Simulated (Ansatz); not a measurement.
Species: H₃BPO, charge 0, doublet. H3BPO (SMILES [B](P)O, doublet).
B3LYP-D3(BJ)/def2-TZVP minimum from Ansatz (a quantum-chemistry and plane-wave program):
```
B
O 1 1.3382
H 2 0.9639 1 115.40
P 1 1.9126 2 125.03 3 -174.99
H 4 1.4126 1 96.85 2 -144.66
H 4 1.4209 5 96.03 1 -100.00
```
Charge 0, spin multiplicity 2.

Atomisation energy term by term, kcal/mol (programs: Ansatz). Open shells are spin-unrestricted; no spin-orbit coupling. Cores are frozen in correlated methods. Rows without X2C or -DK are non-relativistic. CBS(X,Y): correlation extrapolated as X^-3, Hartree-Fock from the larger set. A bracket is a step between two methods taken in the basis named. 'core' is core correlation in cc-pwCVTZ (1s frozen past Ne), 'X2C' scalar relativity in cc-pVTZ-DK, both at CCSD(T). For partners of very few electrons the exact lower level stands in for a higher one.

```
term                                       basis  kcal/mol
------------------  ----------------------------  --------
Hartree-Fock                         cc-pV(Q+d)Z    326.34
CCSD correlation    CBS(cc-pV(T+d)Z,cc-pV(Q+d)Z)    123.70
(T)                 CBS(cc-pV(T+d)Z,cc-pV(Q+d)Z)      8.64
CCSDT(Q) - CCSD(T)                   cc-pV(D+d)Z      0.76
core correlation                       cc-pwCVTZ      1.84
scalar relativity                X2C, cc-pVTZ-DK     -0.81
sum: De                                              460.5
```
